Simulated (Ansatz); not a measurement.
A calculation with Ansatz (development build ahead of 0.2.0).

```yaml
crystal:
  periodic: [false, false, false]
  atoms:
    - { symbol: Cr, position_ang: [0.0, 0.0, 0.0] }
    - { symbol: C, position_ang: [0.0, 0.0, 2.445] }
basis:
  gaussian: { orbitals: pcseg-2 }
magnetization:
  spin_polarized: true
hamiltonian:
  xc: hf
```

The input is written out in the form of the current development build from the run's settings.

Output:

```
Converged                       : yes
Total energy                    : -1081.01945 hartree
Spin squared of the determinant : 3.980
Stability test                  : minimum
```

Caution: another spin multiplicity may lie lower; the unrestricted determinant is a mixture of spin states.
